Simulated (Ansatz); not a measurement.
Calculation: frozen-core CCSD(T)/cc-pVTZ // B3LYP-D3(BJ)/def2-TZVP in Ansatz (a quantum-chemistry and plane-wave program). The restricted HF reference is unstable towards unrestricted orbitals.

Ansatz 0.2 input:
```yaml
crystal:
  periodic: [false, false, false]
  atoms:
    - { symbol: C, position_ang: [-1.678344, 0.683675, 0.330833] }
    - { symbol: Si, position_ang: [-1.164362, -1.01736, -0.240632] }
    - { symbol: C, position_ang: [0.705308, -1.22849, -0.194488] }
    - { symbol: C, position_ang: [1.518041, -0.275338, 0.170844] }
    - { symbol: Si, position_ang: [2.40447, 1.076182, 0.67129] }
    - { symbol: H, position_ang: [-1.349671, 0.864577, 1.355274] }
    - { symbol: H, position_ang: [-2.764665, 0.784647, 0.294464] }
    - { symbol: H, position_ang: [-1.239097, 1.455363, -0.302885] }
    - { symbol: H, position_ang: [-1.764235, -2.069873, 0.619194] }
    - { symbol: H, position_ang: [-1.618718, -1.270382, -1.632303] }
    - { symbol: H, position_ang: [1.11251, -2.198759, -0.491009] }
    - { symbol: H, position_ang: [2.853142, 1.200484, 2.06471] }
    - { symbol: H, position_ang: [2.98563, 1.995282, -0.3166] }
basis:
  gaussian: { orbitals: cc-pVTZ }
correlation:
  method: ccsd_t
```

Output:

```
Functional definition: HF
1524 factors; integrals over basis functions are off by at most 1.1e-3 eV
mean field evaluation 1: about -18937.1308 eV, gradient 3.8e1 eV
mean field evaluation 2: about -18937.4405 eV, gradient 3.8e1 eV
mean field evaluation 4: about -18941.8201 eV, gradient 5.1e0 eV
mean field evaluation 8: about -18941.9343 eV, gradient 3.7e-1 eV
mean field evaluation 16: about -18941.9354 eV, gradient 2.4e-6 eV
mean field -18941.93544434 eV, -696.1032882744 hartree, gradient 2.4e-6 eV, S^2 0.000000; 0 other end points of the search recorded, 0 dependent functions left out; unrestricted orbitals would lower it
13 core orbitals not correlated
reference -18941.93544434 eV, -696.1032882744 hartree; 14, 14 occupied and 243, 243 virtual orbitals, 1524 factors
second order -20.09711383 eV of doubles, -0.00000000 eV of singles
cycle   1  -20.90124001 eV  change   -8.0e-1 eV  update   1.1e-1
cycle   2  -21.54696615 eV  change   -6.5e-1 eV  update   3.8e-2
cycle   3  -21.67416874 eV  change   -1.3e-1 eV  update   1.7e-2
cycle   4  -21.66922437 eV  change    4.9e-3 eV  update   5.1e-3
cycle   5  -21.66959830 eV  change   -3.7e-4 eV  update   2.1e-3
cycle   6  -21.66968902 eV  change   -9.1e-5 eV  update   6.0e-4
cycle   7  -21.66970634 eV  change   -1.7e-5 eV  update   2.3e-4
cycle   8  -21.66979202 eV  change   -8.6e-5 eV  update   8.3e-5
cycle   9  -21.66980638 eV  change   -1.4e-5 eV  update   3.4e-5
perturbative correction -1.03361348 eV, -0.0379845946 hartree
Total energy: -18964.63886419 eV, -696.9376235650 hartree
```

Cost: roughly 7 core-minutes.
